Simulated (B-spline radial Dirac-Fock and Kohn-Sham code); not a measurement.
Conversion-electron coefficients: Sn, 100 keV

Z = 50 (tin), transition energy 100 keV. Calculated with a B-spline atomic structure program, using a Dirac-Hartree-Slater potential of the neutral atom with a Latter tail (no hole, which puts coefficients of high multipoles low close above an edge), finite nucleus with surface currents. Subshells that would emit electrons below 1 keV are left out.

| subshell | electron energy (keV) | E1 | E2 | E5 | M3 | M5 |
| --- | --- | --- | --- | --- | --- | --- |
| K | 70.80 | 0.157 | 1.15 | 229 | 34.8 | 1810 |
| L1 | 95.53 | 0.0157 | 0.106 | 18.2 | 7.21 | 723 |
| L2 | 95.84 | 0.00182 | 0.116 | 1130 | 1.23 | 215 |
| L3 | 96.07 | 0.00261 | 0.139 | 1130 | 4.34 | 1730 |
| M1 | 99.12 | 0.00301 | 0.0202 | 4.04 | 1.52 | 165 |
| M2 | 99.24 | 0.000369 | 0.0243 | 250 | 0.265 | 48.5 |
| M3 | 99.29 | 0.000534 | 0.0293 | 249 | 0.963 | 412 |
| M4 | 99.51 | 8.17e-06 | 0.000163 | 22.7 | 0.0105 | 8.45 |
| M5 | 99.52 | 1.09e-05 | 0.000180 | 22.4 | 0.00483 | 17.3 |
| N1 | 99.86 | 0.000612 | 0.00410 | 0.851 | 0.315 | 34.8 |
| N2 | 99.92 | 6.91e-05 | 0.00456 | 47.7 | 0.0504 | 9.27 |
| N3 | 99.92 | 9.90e-05 | 0.00546 | 46.8 | 0.182 | 78.7 |
| N4 | 99.97 | 1.23e-06 | 2.45e-05 | 3.46 | 0.00160 | 1.29 |
| N5 | 99.97 | 1.63e-06 | 2.68e-05 | 3.39 | 0.000730 | 2.64 |
| total |  | 0.182 | 1.60 | 3160 | 51.0 | 5260 |

Question: For a pure M3 transition, what fraction of decays emits a photon?

Answer: 1/(1 + α) = 0.0192 with the total α = 51.0; the total includes the outer subshells that are not listed.
